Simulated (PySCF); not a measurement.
Ligand exchange on a metal centre used in film growth or etching (Zn OH-Br). Isolated molecules, 0 K electronic values unless said otherwise. One relaxed conformer stands for each flexible species; it need not be the lowest.

The numbers are results of PySCF with B3LYP-D3(BJ)/def2-TZVP // BP86-D3(BJ)/def2-SVP, not measurements. B3LYP has the VWN-RPA correlation part, as in Gaussian. 

| species | coordination number | charge on the central atom (Mulliken) (e) |
|---|---|---|
| 0 of 2 OH replaced by Br ([Zn(OH)2]) | 2 | 0.62 |
| 1 of 2 OH replaced by Br ([Zn(OH)(Br)]) | 2 | 0.57 |
| 2 of 2 OH replaced by Br ([Zn(Br)2]) | 2 | (withheld) |

What belongs in the gaps?


- 2 of 2 OH replaced by Br ([Zn(Br)2]), charge on the central atom (Mulliken) (e): 0.51
